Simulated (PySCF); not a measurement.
A side-by-side comparison of computed properties.

First species: C7H11N.
Z-matrix (Å and degrees, GFN2-xTB geometry), rows numbered from 1:
```
C 
C   1  1.3161
C   2  1.5048  1  133.95
C   3  1.5401  2   88.87  1  -175.11
C   2  1.5104  1  133.48  3  -177.30
C   5  1.5284  2  115.58  1    56.69
C   6  1.4989  5  111.16  2   172.77
N   7  1.2527  6  128.50  5  -127.17
H   1  1.0772  2  121.64  3    -1.59
H   1  1.0773  2  121.84  3   178.66
H   3  1.0896  2  113.97  1    68.40
H   3  1.0895  2  114.71  1   -57.43
H   4  1.0880  3  113.98  2   112.87
H   4  1.0876  3  115.07  2  -120.54
H   5  1.0935  2  112.90  1   -70.17
H   6  1.0940  5  108.68  2   -68.06
H   6  1.0938  5  109.99  2    50.25
H   7  1.0878  6  115.36  5    52.56
H   8  1.0210  7  114.86  6    -0.25
```

Second species: C6H9FO.
SMILES: `C=CC(C(F)=O)(C)C`

Levels: wB97X-D/def2-SVPD for dipole moment, HOMO energy, LUMO energy, HOMO–LUMO gap, static isotropic polarisability and electronic spatial extent ⟨r²⟩ about the centre of nuclear charge; TDDFT wB97X-D/def2-SVPD for lowest singlet excitation; TDA wB97X-D/def2-SVPD for lowest triplet excitation (Tamm–Dancoff); GFN2-xTB for rotational constant A and rotational constant C. Geometries: GFN2-xTB. All species are isolated and taken at one optimised geometry, non-relativistic unless stated. Electronic properties by PySCF.

The conformers computed, where there is a choice (atom-mapped SMILES and torsion angles):
- `[H]/[N:8]=[CH:7]\[CH2:6][C@@H:5]1[C:2](=[CH2:1])[CH2:3][CH2:4]1`: C4–C5–C6–C7 71°, C5–C6–C7–N8 -127°
- `[CH2:1]=[CH:2][C:3]([CH3:4])([CH3:5])[C:6](=[O:7])[F:8]`: C1–C2–C3–C4 130°, C2–C3–C6–O7 113°

```json
{"property": "dipole moment", "column X": "2.28 D", "column Y": "3.15 D"}
{"property": "HOMO energy", "column X": "-9.01 eV", "column Y": "-9.90 eV"}
{"property": "LUMO energy", "column X": "1.55 eV", "column Y": "0.96 eV"}
{"property": "HOMO–LUMO gap", "column X": "10.56 eV", "column Y": "10.86 eV"}
{"property": "lowest singlet excitation", "column X": "5.24 eV", "column Y": "5.91 eV"}
{"property": "lowest triplet excitation (Tamm–Dancoff)", "column X": "4.38 eV", "column Y": "4.57 eV"}
{"property": "static isotropic polarisability", "column X": "88.1 au", "column Y": "74.2 au"}
{"property": "electronic spatial extent ⟨r²⟩ about the centre of nuclear charge", "column X": "1178 bohr²", "column Y": "935 bohr²"}
{"property": "rotational constant A", "column X": "4.270 GHz", "column Y": "2.561 GHz"}
{"property": "rotational constant C", "column X": "1.019 GHz", "column Y": "1.629 GHz"}
```

Problem. Which column belongs to which species?

Solution. Column X is the first species and column Y the second. The first has 19 atoms and 60 electrons, the second 17 and 62.

Problem. How does each property change from the first species to the second?

Solution. dipole moment +0.87 D; HOMO energy -0.89 eV; LUMO energy -0.59 eV; HOMO–LUMO gap +0.30 eV; lowest singlet excitation +0.67 eV; lowest triplet excitation (Tamm–Dancoff) +0.19 eV; static isotropic polarisability -13.9 au; electronic spatial extent ⟨r²⟩ about the centre of nuclear charge -243 bohr²; rotational constant A -1.709 GHz; rotational constant C +0.610 GHz.

On the first: The vertical singlet–triplet gap S1 − T1 is 0.86 eV (TDDFT singlet less Tamm–Dancoff triplet; S1: HOMO→LUMO, weight 0.29, beside HOMO−1→LUMO, weight 0.25; T1: HOMO→LUMO, weight 0.51). A dipole of 2.28 D is allowed in C1, and pure rotational transitions are dipole-allowed.

On the second: The polarisability is 10.99 Å³ as a volume (1 au = 0.148185 Å³), or 1.20 au for each of the 62 electrons. The vertical singlet–triplet gap S1 − T1 is 1.34 eV (TDDFT singlet less Tamm–Dancoff triplet; S1: HOMO−1→LUMO, weight 0.39, beside HOMO→LUMO, weight 0.38; T1: HOMO→LUMO, weight 0.64).
